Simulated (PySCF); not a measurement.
Isomers of C3H6Ge, mass 115.968 u with the commonest isotopes. Method used: PBE0-D3(BJ)/def2-SVP geometry optimisation, gas phase (PySCF). One conformer each, none proved a minimum here; rigid rotors.

Question: Order these by rotational constant C, smallest first.
A. `C=C=[CH][GeH3]`
B. `CC#[C][GeH3]`
C. `C#C[CH2][GeH3]`
D. `C#[C][GeH2][CH3]`

Answer: B (1456 MHz), A (1824 MHz), C (1942 MHz), D (2382 MHz).

Question: Order these by dipole moment, smallest first.
A. `CC#[C][GeH3]`
B. `C#[C][GeH2][CH3]`
C. `[GeH3][CH]=C=C`
D. `C#C[CH2][GeH3]`
E. `[CH]1([GeH3])C=C1`

Answer: C (0.30 D), D (0.65 D), B (0.80 D), A (1.15 D), E (1.33 D).

Question: Order these by radius of gyration √(Σ m r²/M), largest first.
A. `[C](#CC)[GeH3]`
B. `[GeH3][CH]1C=C1`
C. `C#[C][GeH2][CH3]`
D. `C#C[CH2][GeH3]`
E. `C=C=[CH][GeH3]`

Answer: A (1.742 Å), E (1.559 Å), D (1.512 Å), B (1.389 Å), C (1.368 Å).

```
          SMILES  point group  Ia (u·Å²)  Ib (u·Å²)  Ic (u·Å²)      κ  μa (D)  μb (D)  μc (D)
  C#C[CH2][GeH3]           Cs      31.10     238.68     260.22  -0.98    0.40    0.51    0.00
    CC#[C][GeH3]          C3v       9.55     347.04     347.04  -1.00    1.15    0.00    0.00
C#[C][GeH2][CH3]           Cs      47.46     174.26     212.14  -0.87    0.48    0.64    0.00
 [GeH3][CH]1C=C1      near Cs      29.85     205.32     212.08  -0.99    1.33    0.00    0.10
  C=C=[CH][GeH3]           Cs      25.14     261.76     277.06  -0.99    0.29    0.08    0.00
```
